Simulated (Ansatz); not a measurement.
Two isomers of CH2BFOS: A = `OC1(F)BS1`, B = `O=C(S)BF`.

Isolated molecules relaxed with PBE0-D4/def2-TZVP in Ansatz; ΔE leaves out vibrations. CCSD(T)/CBS adds triple-zeta CCSD(T) − MP2 to the extrapolated MP2 energy (def2 sets, frozen cores). Functionals use def2-TZVPP. B3LYP here is the variant with VWN-RPA as its local correlation; programs differ in this. One conformer a species, not always the lowest.

A:

Z-matrix (Å, degrees):
```
C
F 1 1.359
B 1 1.528 2 120.6
O 1 1.343 2 111.0 3 158.2
S 1 1.905 2 111.6 3 -66.8
H 3 1.182 1 147.6 2 79.8
H 4 0.966 1 109.6 2 47.8
```

B:

Z-matrix (Å, degrees):
```
C
S 1 1.793
B 1 1.598 2 114.8
O 1 1.201 2 121.1 3 178.9
H 2 1.344 1 95.5 3 7.7
F 3 1.309 1 117.8 2 133.2
H 3 1.197 1 122.8 2 -46.4
```

Which isomer does CCSD(T)/CBS put lower? Give the gap. (An estimate is asked.)

Ansatz gave: B, by 142.9 kJ/mol.

Give E(B) − E(A) in kJ/mol with ωB97M-V, PBE0-D4, HF/def2-TZVPP, B2PLYP, CCSD/def2-TZVPP, B3LYP-D4, MP2/def2-TZVPP. (Estimate.)

The calculation gave: ωB97M-V -138.2, PBE0-D4 -127.4, HF/def2-TZVPP -179.3, B2PLYP -153.1, CCSD/def2-TZVPP -151.2, B3LYP-D4 -154.2, MP2/def2-TZVPP -141.3. None reverses the order clearly.

Does the order hold for the free energy at 298.15 K (harmonic terms from PBE0-D4)? (Estimate.)

Computed: Yes: G(B) − G(A) = -156.7 kJ/mol, for one conformer each. Modes under 60 cm⁻¹, often nearly free rotors, make the harmonic entropy too high.

Largest T1 diagnostic: 0.017.

In def2-TZVPP, CCSD(T) changes the Hartree–Fock value by +32.4 kJ/mol (the triples alone add +4.2 kJ/mol) and MP2 by +38.0 kJ/mol. At CCSD(T), def2-SVP lies −3.6 kJ/mol from the extrapolated value and def2-TZVPP −4.0 kJ/mol.
